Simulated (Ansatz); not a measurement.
Consider the formal exchange of groups at a C–Ga bond: `F[CH2][GaH][SiH3]` + `CC=S` → `CC(=S)CF` + `[SiH3][GaH2]`.

Computed with Ansatz on PBE0-D4/def2-TZVP structures; ΔE is electronic, products minus reactants. CCSD(T)/CBS is the MP2 limit (def2-TZVPP, def2-QZVPP) plus CCSD(T) − MP2 in def2-TZVPP, frozen cores. Functionals use def2-TZVPP. For Ga outer-core shells are correlated without core-valence functions, which leaves a few kJ/mol of doubt a bond. Scalar relativity is left out up to krypton. Each species was taken in one conformer, which may not be the lowest.

```
             level  ΔE (kcal/mol)  difference from CCSD(T)/CBS
       LDA (SPW92)           -5.6                         -3.6
            B97M-V           -6.0                         -4.0
           PBE0-D4           -3.5                         -1.5
         CAM-B3LYP           -3.0                         -1.0
           LC-ωPBE           -3.1                         -1.1
      MP2/def2-SVP           -6.5                         -4.5
  CCSD(T)/def2-SVP           -6.2                         -4.2
     HF/def2-TZVPP           -4.1                         -2.1
    MP2/def2-TZVPP           -2.9                         -0.9
SCS-MP2/def2-QZVPP           -2.3                         -0.3
       CCSD(T)/CBS           -2.0                            0
```

Largest T1 diagnostic among the species: 0.016.

The D4 term adds −0.9 kcal/mol with B3LYP and −0.4 kcal/mol with PBE0; it sums over pairs of atoms, weighted by their polarisabilities, and B3LYP, whose exchange is more repulsive, gets the larger term. From PBE to PBE0 (25 % exact exchange), in def2-TZVPP and without D4, ΔE moves by −1.0 kcal/mol.

CCSD(T)/CBS has its own doubt, a few kJ/mol and more with outer-core shells, so smaller differences from it don't rank the levels.

B3LYP here is the variant with VWN-RPA as its local correlation; programs differ in this.
